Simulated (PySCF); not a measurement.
Species: C₅H₈BFO₂.
Atom-mapped SMILES: `[F:1][C@@H:2]1[CH2:3][C@H:4]1[B:5]1[O:6][CH2:7][CH2:8][O:9]1`

Geometry (PBE0-D3(BJ)/def2-SVP, Å), atoms numbered from 1 in this order:
```xyz
17
C5H8BFO2 angstrom
F     -3.1182    0.0677   -1.7715
C     -2.1337   -0.4054   -0.9673
C     -2.3389   -0.3398    0.4903
C     -1.3398    0.6006   -0.1839
B      0.1766    0.3775    0.0147
O      1.1073    1.3756    0.0526
C      2.3856    0.7918    0.2306
C      2.1220   -0.7259    0.3441
O      0.7235   -0.8692    0.1689
H     -1.6197   -1.2638   -1.4122
H     -1.9488   -1.1493    1.1128
H     -3.2755    0.1084    0.8305
H     -1.6885    1.6302   -0.3048
H      2.8566    1.2077    1.1355
H      3.0261    1.0451   -0.6295
H      2.4115   -1.1308    1.3274
H      2.6519   -1.3055   -0.4283
```

Definitions: NICS(0) = −σiso at the ring centroid; NICS(1) = −σiso and NICS(1)zz = −σzz at ±1 Å along the ring normal z. Level: GIAO PBE0/pcSseg-1 (PySCF, non-relativistic, gas phase) on the PBE0-D3(BJ)/def2-SVP geometry, one conformer.

Ring bond lengths (Å), with Mayer bond orders in brackets: C2–C3 1.473 (0.98), C3–C4 1.529 (0.92), C4–C2 1.502 (0.93); B5–O6 1.365 (1.18), O6–C7 1.417 (0.89), C7–C8 1.545 (1.05), C8–O9 1.417 (0.89), O9–B5 1.370 (1.13).

Task: Give the NICS values of each ring in ppm.

Result: 
```
          ring                                                     type  NICS(0)  NICS(1), two faces  NICS(1)zz, two faces  rms pucker (Å)  centre to ring atoms, mean (Å)
      C2–C3–C4           3-membered carbocycle; formal bonds all single    -39.9         -6.5 / -9.8         -16.5 / -26.4            0.00                            0.87
B5–O6–C7–C8–O9  5-membered ring with B and 2 O; formal bonds all single     -5.7         -2.5 / -2.4           -4.7 / -4.5            0.01                            1.21
```

Task: What do they say, and how far can they be read as aromaticity?

Result: 
- C2–C3–C4: mean NICS(1)zz -21.4 ppm, shielded. C2, C3, C4 have four or more neighbours, and the NICS criterion for π rings isn't applied. The two faces differ by 9.9 ppm, so no symmetry operation interchanges them. NICS(0) lies 32 ppm below the mean NICS(1).
- B5–O6–C7–C8–O9: mean NICS(1)zz -4.6 ppm, shielded. C7, C8 have four or more neighbours, and the NICS criterion for π rings isn't applied.

Task: What field does 1 T along the ring normal induce along that normal at the second NICS(1) probe listed for ring B5–O6–C7–C8–O9, 1 Å off the ring?

Result: NICSzz × B0 = -4.5 ppm × 1 T = -4 μT, against the applied field.

Task: List the ring angles and the Hirshfeld charges of the ring atoms.

Result: 
- C2–C3–C4: C2 61.8° (+0.050 e), C3 60.0° (-0.091 e), C4 58.2° (-0.129 e); sum 180.0° against 180° for a flat convex ring.
- B5–O6–C7–C8–O9: B5 113.0° (+0.236 e), O6 108.5° (-0.188 e), C7 105.1° (+0.010 e), C8 105.0° (+0.009 e), O9 108.4° (-0.185 e); sum 540.0° against 540° for a flat convex ring.

Task: How shielded are the nuclei of the rings and their hydrogens (means over atoms taken as equivalent)?

Result: 
| atoms | environment | σ isotropic (ppm) | principal values of the symmetric part, first atom (ppm) |
| --- | --- | --- | --- |
| C2 | sp3 C–F carbon | 111.0 | 56.9, 83.9, 192.2 |
| C3 | three-membered-ring carbon | 171.7 | 147.4, 161.7, 206.1 |
| C4 | sp3 carbon bound to boron | 181.9 | 142.5, 175.0, 228.2 |
| B5 | three-coordinate boron | 68.0 | 42.7, 78.1, 83.3 |
| O6 (×2) | boron-bound oxygen | 211.1 | 75.3, 256.3, 288.1 |
| C7 (×2) | sp3 carbon bound to oxygen | 116.3 | 78.9, 104.1, 165.3 |
| H10 | methine hydrogen | 26.94 | 21.2, 27.9, 31.7 |
| H11 | methylene hydrogen | 30.59 | 24.4, 28.5, 38.8 |
| H12 | methylene hydrogen | 30.22 | 24.8, 27.0, 38.9 |
| H13 | methine hydrogen | 30.79 | 24.0, 29.1, 39.2 |
| H14 (×2) | methylene hydrogen | 27.15 | 23.2, 25.3, 32.8 |
| H15 (×2) | methylene hydrogen | 27.15 | 23.2, 25.3, 32.8 |

Task: How do the values depend on the level or the medium?

Result: 
```json
{"level": "PBE0/pcSseg-1, gas", "NICS(0), C2–C3–C4": "-39.9", "mean NICS(1)zz, C2–C3–C4": "-21.4", "NICS(0), B5–O6–C7–C8–O9": "-5.7", "mean NICS(1)zz, B5–O6–C7–C8–O9": "-4.6"}
{"level": "mPW1PW91/pcSseg-1, gas", "NICS(0), C2–C3–C4": "-39.8", "mean NICS(1)zz, C2–C3–C4": "-21.4", "NICS(0), B5–O6–C7–C8–O9": "-5.7", "mean NICS(1)zz, B5–O6–C7–C8–O9": "-4.6"}
{"level": "PBE0/pcSseg-1, IEF-PCM acetonitrile", "NICS(0), C2–C3–C4": "-40.1", "mean NICS(1)zz, C2–C3–C4": "-21.5", "NICS(0), B5–O6–C7–C8–O9": "-5.6", "mean NICS(1)zz, B5–O6–C7–C8–O9": "-4.4"}
{"level": "PBE0/pcSseg-1, IEF-PCM methanol", "NICS(0), C2–C3–C4": "-40.1", "mean NICS(1)zz, C2–C3–C4": "-21.5", "NICS(0), B5–O6–C7–C8–O9": "-5.6", "mean NICS(1)zz, B5–O6–C7–C8–O9": "-4.4"}
```

The geometry is the same throughout; the continuum's cavity takes Bondi-type radii × 1.2.
